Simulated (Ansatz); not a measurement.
Start from `Cl[SiH]1CS1` and change one atom or group to get `N#C[SiH]1CS1`.

Ansatz, PBE0-D4/def2-TZVP geometries, multiplicity 1. 

```tsv
property	`Cl[SiH]1CS1`
size of the dipole moment (ωB97M-V/def2-TZVPP) / D	1.52
HOMO–LUMO gap (PBE0/def2-TZVPP) / eV	6.97
HOMO energy (PBE0/def2-TZVPP) / eV	-7.31
HOMO energy (PBE/def2-TZVPP) / eV	-6.10
size of the dipole moment (B3LYP/def2-TZVPP) / D	1.52
ideal-gas entropy at 298 K and 1 bar (rigid rotor, harmonic PBE0-D4/def2-TZVP) / J/(mol·K)	310
```

Question: What does the change do to each property? (Estimate.)

Answer: The calculation gave: 
| property | `N#C[SiH]1CS1` | shift |
| --- | --- | --- |
| size of the dipole moment (ωB97M-V/def2-TZVPP) / D | 3.19 | 1.67 |
| HOMO–LUMO gap (PBE0/def2-TZVPP) / eV | 6.08 | -0.89 |
| HOMO energy (PBE0/def2-TZVPP) / eV | -7.66 | -0.35 |
| HOMO energy (PBE/def2-TZVPP) / eV | -6.45 | -0.35 |
| size of the dipole moment (B3LYP/def2-TZVPP) / D | 3.25 | 1.73 |
| ideal-gas entropy at 298 K and 1 bar (rigid rotor, harmonic PBE0-D4/def2-TZVP) / J/(mol·K) | 325 | 15 |

With PBE0 the HOMO falls by 0.35 eV and the LUMO falls by 1.24 eV, so the gap narrows by about 0.89 eV. PBE moves the HOMO by -0.35 eV and ωB97M-V by -0.36 eV. The zero-point energy changes by 18.0 kJ/mol with +3 modes. Dipoles are sizes alone; their direction can turn.

B3LYP here is the variant with VWN-RPA as its local correlation; programs differ in this.
